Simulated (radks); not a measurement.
Q: Ru III, 42 electrons, occupied as [Kr] 4d5 5d1 (not the ground configuration). All-electron calculation, Dirac Kohn-Sham, OLYP, spin-unpolarised, spherical densities, point nucleus; open shells fill j = l - 1/2 first. Program: a radial shooting solver on a logarithmic mesh with Libxc functionals. Some entries of the table are withheld. Estimate them.

orbital,occ.,eigenvalue (eV),<r^2> (bohr^2),<1/r> (bohr^-1)
1s1/2,2,-21952.61,0.001510,45.87
2s1/2,2,-3183.385,0.02495,10.50
2p1/2,2,-2944.038,0.01876,10.47
2p3/2,4,-2813.152,0.02011,9.921
3s1/2,2,-584.7444,0.1853,3.628
3p1/2,2,(1),(2),(3)
3p3/2,4,(4),(5),(6)
3d3/2,4,-305.4937,0.1742,3.222
3d5/2,6,-301.1437,0.1772,3.187
4s1/2,2,-104.4643,1.156,1.359
4p1/2,2,-76.5517,1.354,1.244
4p3/2,4,-73.0710,1.424,1.206
4d3/2,4,-31.0445,2.416,0.9246
4d5/2,1,-30.6288,2.459,0.9156
5s1/2,0,-22.3858,7.753,0.4954
5p1/2,0,(7),10.86,0.4143
5p3/2,0,(8),11.36,0.4035
5d3/2,1,-9.0330,24.13,0.2748
5d5/2,0,-8.9937,24.35,0.2737

A: 
(1) 3p1/2 eigenvalue (eV): -491.8920
(2) 3p1/2 <r^2> (bohr^2): 0.1818
(3) 3p1/2 <1/r> (bohr^-1): 3.530
(4) 3p3/2 eigenvalue (eV): -469.6323
(5) 3p3/2 <r^2> (bohr^2): 0.1915
(6) 3p3/2 <1/r> (bohr^-1): 3.397
(7) 5p1/2 eigenvalue (eV): -16.4909
(8) 5p3/2 eigenvalue (eV): -16.0843
